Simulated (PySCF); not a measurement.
Structure problem from calculated spectra and properties.

Formula: C6H2F3N.

* 1H NMR: chemical shifts (computed TMS as zero) by class: 6.52 (2 H) ppm [GIAO PBE0/pcSseg-1]
* Dipole: 5.52 D [PBE0/pcSseg-1]
* Couplings: largest of the computed one-bond spin–spin couplings (means over like bonds): 19F–13C -343.5 (×3), 13C–1H +182.8 (×2) Hz [B3LYP/pcJ-1, spin–dipole term left out for some pairs]
* Rotational structure: rotational constants A, B, C: 1.764, 0.992, 0.714 GHz [GFN2-xTB]
* 13C NMR: chemical shifts (computed TMS as zero) by class: 199.8 (1 C), 180.8 (1 C), 129.9 (1 C), 121.2 (1 C), 117.1 (1 C), 92.3 (1 C) ppm [GIAO PBE0/pcSseg-1]
* NMR, other nuclei: isotropic shieldings of nuclei other than C and H, by class: -64 (1 N), 245 (3 F) ppm [GIAO PBE0/pcSseg-1]

Gas-phase values; electronic properties from PySCF, density fitting. Levels stand in brackets. Isolated species at its GFN2-xTB geometry, gas phase. NMR values are class means; diastereotopic atoms form classes of their own.

Question: Give a SMILES that accounts for the data.

Answer: Numbering: `[CH2:1]=[C:2]=[C:3]=[C:4]([C:5]#[N:6])[C:7]([F:8])([F:9])[F:10]`. Its formula, C6H2F3N, gives 5 degrees of unsaturation: 0 rings and 5 π bonds in the structure found. 6 carbons fall into 6 classes; from least to most shielded: central carbon of cumulated double bonds [C3] (199.8 ppm), central carbon of cumulated double bonds [C2] (180.8 ppm), CF3 carbon [C7] (129.9 ppm), outer carbon of cumulated double bonds [C1] (121.2 ppm), nitrile carbon [C5] (117.1 ppm), outer carbon of cumulated double bonds [C4] (92.3 ppm). All hydrogens form one class (6.52 ppm): hydrogen on carbon. The other shieldings belong to: -64 ppm, nitrile nitrogen [N6]; 245 ppm, fluorine of a CF3 group [F8/F9/F10]. The couplings run between: -343.5 Hz, fluorine of a CF3 group [F8] and CF3 carbon [C7] (with 2 like pairs); +182.8 Hz, outer carbon of cumulated double bonds [C1] and its hydrogen (with 1 like pair). The optimised geometry has point group Cs and is an asymmetric top. Structure: `C=C=C=C(C#N)C(F)(F)F`. The assignments are read from this structure; whether some other isomer fits the data as well wasn't checked.

The values belong to the conformer `[CH2:1]=[C:2]=[C:3]=[C:4]([C:5]#[N:6])[C:7]([F:8])([F:9])[F:10]`: C3–C4–C7–F8 120°.
